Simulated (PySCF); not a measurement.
**Ar (argon, neutral): PBE0 calculation**

Configuration: [Ar], closed-shell 1S. All numbers are calculated (PySCF 2.14, no relativity, point nucleus, in aug-cc-pwCVQZ (10s9p7d5f3g, 134 functions)).

| Item | Value |
| --- | --- |
| Total energy | -527.3874 hartree |
| One-electron energy | -728.3813 hartree |
| Hartree (Coulomb) energy | 231.7336 hartree |
| Exchange-correlation energy | -30.7397 hartree |
| Kinetic energy | 526.76587 hartree |
| ⟨S²⟩ | 0.0000 |
| ⟨L²⟩ | 0.000 |
| Sum of ⟨r⟩ | 16.06 bohr |
| Sum of ⟨r²⟩ | 26.05 bohr² |
| Density at the nucleus (Gaussians lack the cusp) | 3800 bohr⁻³ |
| Langevin diamagnetic susceptibility | -20.6 ×10⁻⁶ cm³/mol |
| Time after the integrals | 3.1 s of wall time on 1 thread of Neoverse-V2 (shared host) |

| shell | electrons | mean orbital energy (eV) | rms radius, mean of both spins (bohr) |
| --- | --- | --- | --- |
| 1s | 2 | -3136.8 | 0.0999 |
| 2s | 2 | -305.11 | 0.452 |
| 2p | 6 | -237.67 | 0.420 |
| 3s | 2 | -26.999 | 1.53 |
| 3p | 6 | -11.981 | 1.82 |
